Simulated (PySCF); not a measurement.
CH₄Si, charge -1, multiplicity 2. Atoms are numbered in the order given.

```xyz
6

C     -1.2051    -0.1165     0.0000
Si     0.6019     0.1292     0.0000
H     -1.7794     0.1047    -0.9116
H     -1.7794     0.1047     0.9116
H      1.1812    -0.6598     1.1866
H      1.1812    -0.6598    -1.1866
```
Charge -1, spin multiplicity 2.

Coordinates come from a PBE-D3(BJ)/def2-TZVPD optimisation. The spin state was assumed, not searched.

Level of theory: PySCF with PBE/def2-TZVPD.

Mulliken values depend strongly on the basis, most of all with diffuse functions as here. ESP charges are fitted to the potential on shells at 1.4 to 2.0 van der Waals radii. Atomic charges (e):

```json
[
 {"atom": "C1", "meta-Löwdin": "-0.71", "ESP fit": "(withheld)", "Mulliken spin": "0.53"},
 {"atom": "Si2", "meta-Löwdin": "-0.15", "ESP fit": "(withheld)", "Mulliken spin": "0.39"},
 {"atom": "H3", "meta-Löwdin": "0.07", "ESP fit": "(withheld)", "Mulliken spin": "-0.01"},
 {"atom": "H4", "meta-Löwdin": "0.07", "ESP fit": "(withheld)", "Mulliken spin": "-0.01"},
 {"atom": "H5", "meta-Löwdin": "-0.14", "ESP fit": "(withheld)", "Mulliken spin": "0.05"},
 {"atom": "H6", "meta-Löwdin": "-0.14", "ESP fit": "(withheld)", "Mulliken spin": "0.05"}
]
```

Task: What belongs in the gaps? (Estimate from the structure and the level; the computed values follow.)

Result: 
- C1, ESP fit: -0.67
- Si2, ESP fit: -0.68
- H3, ESP fit: 0.17
- H4, ESP fit: 0.17
- H5, ESP fit: 0.01
- H6, ESP fit: 0.01
